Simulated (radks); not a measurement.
Excited configurations of the rhodium ion Rh+: one electron is placed in a higher orbital outside [Kr] 4d7. The ground configuration is [Kr] 4d8. Method: scalar-relativistic Kohn-Sham, r2SCAN, spin-unpolarised, spherical densities, finite nucleus; meta-GGA in the generalised Kohn-Sham scheme; Fermi nuclear charge, rms radius 4.4945 fm; computed with a radial shooting solver on a logarithmic mesh with Libxc functionals. Excitation = E - E(ground); binding = E(ion) - E, where the ion is the core of charge +2; n* = 2/sqrt(2 binding) in atomic units, and the quantum defect is n - n*.

| outer orbital | excitation (eV) | binding (eV) | n* | quantum defect | eigenvalue (eV) | <r> (bohr) |
|---|---|---|---|---|---|---|
| 5s | 4.134 | 15.419 | 1.879 | 3.121 | -11.969 | 2.860 |
| 5d | 14.147 | 5.406 | 3.173 | 1.827 | -3.886 | 6.084 |
| 6s | 13.126 | 6.427 | 2.910 | 3.090 | -5.082 | 6.540 |
| 6p | 14.593 | 4.960 | 3.312 | 2.688 | -3.882 | 7.939 |
| 6f | 17.968 | 1.585 | 5.860 | 0.140 | -1.230 | 23.20 |
| 7s | 15.963 | 3.590 | 3.894 | 3.106 | -2.885 | 11.62 |
| 7p | 16.592 | 2.961 | 4.287 | 2.713 | -2.369 | 13.62 |
| 7d | 17.456 | 2.096 | 5.095 | 1.905 | -1.642 | 18.45 |
| 7f | 18.375 | 1.178 | 6.797 | 0.203 | -0.932 | 32.58 |

The Delta-SCF ionisation energy is 19.553 eV (NIST Atomic Spectra Database: 18.080 eV, semi-empirical). Self-interaction in the functional shifts the binding energies and quantum defects, so they are the method's values and not measured ones. Spin polarisation and multiplet splitting are left out, so open shells lie too high by an amount that depends on their filling.

Beside tabulated values, note that spin-unpolarised runs miss the spin-polarisation part of the exchange energy of open shells.
